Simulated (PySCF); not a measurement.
CH₆BNO₂.
Structure used (GFN2-xTB), in Å, numbered top down from 1:
```
atom  x, y, z in Å
N1     1.669   -0.016   -0.455
C2     0.687   -0.106    0.645
B3    -0.834   -0.085    0.116
O4    -1.443   -1.251   -0.172
O5    -1.516    1.068   -0.141
H6     1.575   -0.836   -1.046
H7     1.458    0.792   -1.035
H8     0.912   -1.025    1.187
H9     0.899    0.729    1.321
H10   -2.329   -1.155   -0.524
H11   -1.074    1.887    0.076
```

Vertical excitations from PySCF (density fitting, frozen core in the response, grid level 2 and gas phase unless stated; continuum runs use non-equilibrium linear response for the excitations) on a GFN2-xTB geometry. Reference run:

```json
{"settings": "PBE0/def2-SVPD, full TDDFT, 6 singlets", "S1, eV (f)": "5.39 (0.003)", "S2, eV (f)": "6.09 (0.059)", "S3, eV (f)": "6.60 (0.008)", "S4, eV (f)": "7.21 (0.033)", "S5, eV (f)": "7.24 (0.004)", "S6, eV (f)": "7.95 (0.011)", "T1, eV (Tamm–Dancoff)": "5.15", "mean α (au)": "44.7"}
```

Task: What do these settings give: PBE0/STO-3G, energy threshold 1e-07 Eh, full TDDFT, 6 singlets?

Result: 
| settings | S1, eV (f) | S2, eV (f) | S3, eV (f) | S4, eV (f) | S5, eV (f) | S6, eV (f) | T1, eV (Tamm–Dancoff) | mean α (au) |
| --- | --- | --- | --- | --- | --- | --- | --- | --- |
| PBE0/STO-3G, energy threshold 1e-07 Eh, full TDDFT, 6 singlets | 6.99 (0.060) | 9.49 (0.014) | 9.76 (0.014) | 10.17 (0.171) | 11.46 (0.033) | 12.02 (0.116) | 6.23 | 20.0 |

S1 moves by +1.60 eV. States are counted by energy in each run and needn't keep their character from row to row.

Task: Give the leading configurations of S1 (H = HOMO, L = LUMO) and the HOMO–LUMO gap of each run.

Result: 
```
                                                      settings  S1 configurations (weight)  S1 (eV)  orbital gap (eV)  S1 − gap (eV)
                        PBE0/def2-SVPD, full TDDFT, 6 singlets                    H→L 0.93     5.39              6.52          -1.13
PBE0/STO-3G, energy threshold 1e-07 Eh, full TDDFT, 6 singlets                    H→L 0.98     6.99              8.21          -1.22
```

One conformer stands for the species.
